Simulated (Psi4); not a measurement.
H₃P, charge +1, doublet, at a GFN2-xTB geometry (a state made from the parent by changing its charge; the spin is typed, not shown lowest); HF/3-21G run with Psi4.

Psi4 was given this input:
```
memory 2 GB

molecule {
1 2
  P    -0.00022197    0.00134675    0.05738195
  H    -0.01584085    1.33647396   -0.31850022
  H     1.17315016   -0.66355618   -0.26696043
  H    -1.15397974   -0.69311897   -0.27526866
}

set basis 3-21g
set reference uhf
set scf_type cd

energy('scf')
print_variables()
```

Problem. Write the output that Psi4 gives for this input, abridged.

Solution. 
```
   => Loading Basis Set <=

    Name: 3-21G
    Role: ORBITAL
    Keyword: BASIS

         ---------------------------------------------------------
                                   SCF
               by Justin Turney, Rob Parrish, Andy Simmonett
                          and Daniel G. A. Smith
                              UHF Reference
         ---------------------------------------------------------

  ==> Geometry <==

    Molecular point group: c1
    Full point group: C1

    Geometry (in Angstrom), charge = 1, multiplicity = 2:

       Center              X                  Y                   Z               Mass
    ------------   -----------------  -----------------  -----------------  -----------------
         P           -0.000118443294     0.000718621045     0.030618883485    30.973761998420
         H           -0.015737323294     1.335845831045    -0.345263286515     1.007825032230
         H            1.173253686706    -0.664184308955    -0.293723496515     1.007825032230
         H           -1.153876213294    -0.693747098955    -0.302031726515     1.007825032230

  Running in c1 symmetry.

  Rotational constants: A =      5.51600  B =      5.51600  C =      3.08812 [cm^-1]
  Rotational constants: A = 165365.39989  B = 165365.39890  C =  92579.57674 [MHz]
  Nuclear repulsion =   17.849356876201327

  Charge       = 1
  Multiplicity = 2
  Electrons    = 17
  Nalpha       = 9
  Nbeta        = 8

  ==> Algorithm <==

  SCF Algorithm Type is CD.
  DIIS enabled.
  MOM disabled.
  Fractional occupation disabled.
  Guess Type is SAD.
  Energy threshold   = 1.00e-06
  Density threshold  = 1.00e-06
  Integral threshold = 1.00e-12

  ==> Primary Basis <==

  Basis Set: 3-21G
    Blend: 3-21G
    Number of shells: 13
    Number of basis functions: 19
    Number of Cartesian functions: 19
    Spherical Harmonics?: false
    Max angular momentum: 1

  ==> Integral Setup <==

  ==> CDJK: Cholesky-decomposed J/K Matrices <==

    J tasked:                     Yes
    K tasked:                     Yes
    wK tasked:                     No
    Integrals threads:              1
    Algorithm:                   Core
    Integral Cache:              NONE
    Schwarz Cutoff:             1E-12
    Cholesky tolerance:      1.00E-04
    No. Cholesky vectors:          79

  Minimum eigenvalue in the overlap matrix is 4.0844527547E-02.
  Reciprocal condition number of the overlap matrix is 1.2381014882E-02.
    Using symmetric orthogonalization.

  ==> Pre-Iterations <==

  SCF Guess: Superposition of Atomic Densities via on-the-fly atomic UHF (no occupation information).

   -------------------------
    Irrep   Nso     Nmo
   -------------------------
     A         19      19
   -------------------------
    Total      19      19
   -------------------------

  ==> Iterations <==

                        Total Energy        Delta E     RMS |[F,P]|

   @UHF iter SAD:  -340.36579390954233   -3.40366e+02   0.00000e+00
   @UHF iter   1:  -340.35819552028812    7.59839e-03   9.05804e-03 DIIS/ADIIS
   @UHF iter   2:  -340.38260451375942   -2.44090e-02   1.87481e-03 DIIS/ADIIS
   @UHF iter   3:  -340.38380641900466   -1.20191e-03   6.16902e-04 DIIS/ADIIS
   @UHF iter   4:  -340.38400804338539   -2.01624e-04   3.29186e-04 DIIS/ADIIS
   @UHF iter   5:  -340.38410483592213   -9.67925e-05   1.18660e-04 DIIS/ADIIS
   @UHF iter   6:  -340.38411968959764   -1.48537e-05   3.19615e-05 DIIS
   @UHF iter   7:  -340.38412077377768   -1.08418e-06   7.40316e-06 DIIS
   @UHF iter   8:  -340.38412082213205   -4.83544e-08   1.09695e-06 DIIS
   @UHF iter   9:  -340.38412082293314   -8.01094e-10   1.79101e-07 DIIS
  Energy and wave function converged.

  ==> Post-Iterations <==

   @Spin Contamination Metric:   7.937421556E-03
   @S^2 Expected:                7.500000000E-01
   @S^2 Observed:                7.579374216E-01
   @S   Expected:                5.000000000E-01
   @S   Observed:                5.000000000E-01

    Orbital Energies [Eh]
    ---------------------

    Alpha Occupied:

       1A    -79.725330     2A     -7.805060     3A     -5.700316
       4A     -5.688158     5A     -5.688158     6A     -1.211710
       7A     -0.859710     8A     -0.859701     9A     -0.710128

    Alpha Virtual:

      10A     -0.065684    11A     -0.062085    12A     -0.062012
      13A      0.295318    14A      0.300000    15A      0.300029
      16A      0.314390    17A      0.909398    18A      1.014265
      19A      1.014274

    Beta Occupied:

       1A    -79.715781     2A     -7.792511     3A     -5.680683
       4A     -5.680683     5A     -5.664253     6A     -1.132683
       7A     -0.848024     8A     -0.848014

    Beta Virtual:

       9A     -0.264307    10A     -0.049126    11A     -0.041100
      12A     -0.041024    13A      0.314263    14A      0.314298
      15A      0.322765    16A      0.399709    17A      0.906584
      18A      1.013120    19A      1.013140

    Final Occupation by Irrep:
              A
    DOCC [     8 ]
    SOCC [     1 ]
    NA   [     9 ]
    NB   [     8 ]

  @UHF Final Energy:  -340.38412082293314

   => Energetics <=

    Nuclear Repulsion Energy =             17.8493568762013268
    One-Electron Energy =                -500.8560500604316985
    Two-Electron Energy =                 142.6225723612972445
    Total Energy =                       -340.3841208229331414

  UHF NO Occupations:
  HONO-2 :    7  A 1.9988691
  HONO-1 :    8  A 1.9982912
  HONO-0 :    9  A 1.0000000
  LUNO+0 :   10  A 0.0017088
  LUNO+1 :   11  A 0.0011309
  LUNO+2 :   12  A 0.0011303
  LUNO+3 :   13  A 0.0000014

Computation Completed

Properties will be evaluated at   0.000000,   0.000000,   0.000000 [a0]

Properties computed using the SCF density matrix

 Multipole Moments:

 ------------------------------------------------------------------------------------
     Multipole            Electronic (a.u.)      Nuclear  (a.u.)        Total (a.u.)
 ------------------------------------------------------------------------------------

 L = 1.  Multiply by 2.5417464519 to convert [e a0] to [Debye]
 Dipole X            :         -0.0028370            0.0035215            0.0006845
 Dipole Y            :          0.0170501           -0.0213657           -0.0043156
 Dipole Z            :          0.7352092           -0.9103477           -0.1751385
 Magnitude           :                                                    0.1751930

 ------------------------------------------------------------------------------------

  Variable Map:
  ----------------------------------------------------------------------------
  "CURRENT ENERGY"           =>    -340.384120822933
  "CURRENT REFERENCE ENERGY" =>    -340.384120822933
  "DD SOLVATION ENERGY"      =>       0.000000000000
  "HF KINETIC ENERGY"        =>     340.301700740105
  "HF POTENTIAL ENERGY"      =>    -680.685821563038
  "HF TOTAL ENERGY"          =>    -340.384120822933
  "HF VIRIAL RATIO"          =>       2.000242197093
  "NUCLEAR REPULSION ENERGY" =>      17.849356876201
  "ONE-ELECTRON ENERGY"      =>    -500.856050060432
  "PCM POLARIZATION ENERGY"  =>       0.000000000000
  "PE ENERGY"                =>       0.000000000000
  "SCF ITERATION ENERGY"     =>    -340.384120822933
  "SCF ITERATIONS"           =>       9.000000000000
  "SCF TOTAL ENERGY"         =>    -340.384120822933
  "TWO-ELECTRON ENERGY"      =>     142.622572361297

  Array Variable Map:
  ----------------------------------------------------------------------------
  "CURRENT DIPOLE"           =>       0.000684527879 ... -0.175138517057 1 by 3
  "SCF DIPOLE"               =>       0.000684527879 ... -0.175138517057 1 by 3
  "SCF TOTAL ENERGIES"       =>    -340.365793909542 ... -340.384120822933 1 by 10
```
